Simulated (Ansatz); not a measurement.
Total energies of Si₃Au⁺ from Ansatz at PBE0-D4/def2-TZVP, gas phase (1 Eh = 27.2114 eV = 2625.5 kJ/mol). The reference geometry is relaxed at r2SCAN-D4/def2-SVP.

```xyz
4

Au   -0.4671    1.2759   -0.1397
Si    1.5604    0.6054    1.0195
Si   -1.5106   -0.7405   -1.0052
Si    0.4173   -1.1408    0.1254
```

```tsv
state	geometry	energy (Eh)
charge 1 singlet	reference	-1003.55750
charge 0 doublet	reference	-1003.80769
charge 1 triplet	relaxed at r2SCAN-D4/def2-SVP	-1003.54276
charge 1 quintet	relaxed at r2SCAN-D4/def2-SVP	-1003.49257
```

In the def2 sets Au takes a core potential; there is no spin–orbit coupling.

**Question.** Work out the vertical electron affinity, to the doublet.

**Answer.** E(charge 1 singlet) − E(charge 0 doublet) = -1003.55750 − (-1003.80769) = 0.25019 Eh = 6.81 eV.

**Question.** Which of the charge 1 states is lowest, and how far above it are the others?

**Answer.** The singlet. triplet: -1003.54276 − (-1003.55750) = 0.01474 Eh = 38.7 kJ/mol; quintet: -1003.49257 − (-1003.55750) = 0.06493 Eh = 170.5 kJ/mol. The triplet differs in its bonds from the reference. The quintet differs in its bonds from the reference.

The structure comes from a short search, and lower isomers may exist.
